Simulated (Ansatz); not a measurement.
Reaction (ligand exchange at a Zr–C bond): `C#[C][Zr]([OH])([OH])[OH]` + H₂S → `[OH][Zr]([OH])([OH])[SH]` + `C#C`

Program: Ansatz. Geometries: PBE0-D4/def2-TZVP. ΔE: electronic, gas phase. CBS: MP2 limit from def2 TZ/QZ plus the TZ coupled-cluster correction, frozen cores. This one scheme is used for every species. Functionals use def2-TZVPP. B3LYP here is the variant with VWN-RPA as its local correlation; programs differ in this. HSE06 is defined as in plane-wave codes. def2 core potentials past Kr. For Zr outer-core shells are correlated without core-valence functions, which leaves a few kJ/mol of doubt a bond. One conformer a species, not always the lowest.

Question: Is it downhill or uphill in electronic energy at CCSD(T)/CBS, and by how much? (An estimate is asked.)

Answer: Computed: Downhill: ΔE = -62.7 kJ/mol.

Question: What do these levels give: revPBE-D4, B3LYP-D4, HSE06-D4, B2PLYP, revPBE, r2SCAN0, HSE06, HF/def2-SVP, HF/def2-TZVPP, MP2/def2-TZVPP, MP2/def2-QZVPP, MP2/CBS(def2)? (An estimate is asked.)

Answer: Ansatz gave: revPBE-D4 -61.2, B3LYP-D4 -62.2, HSE06-D4 -65.1, B2PLYP -61.0, revPBE -60.3, r2SCAN0 -65.9, HSE06 -64.5, HF/def2-SVP -61.3, HF/def2-TZVPP -58.3, MP2/def2-TZVPP -60.6, MP2/def2-QZVPP -63.9, MP2/CBS(def2) -66.2 kJ/mol.

Largest T1 diagnostic among the species: 0.017.

At CCSD(T), def2-SVP lies +9.1 kJ/mol from the extrapolated value and def2-TZVPP +5.5 kJ/mol. Leaving LDA and LC-ωPBE aside and taking each functional with its dispersion term where it has one, the values, not all of them listed here, spread over 5.7 kJ/mol, from r2SCAN0-D4 to BLYP-D4. LDA lies −5.8 kJ/mol from PBE without D4.
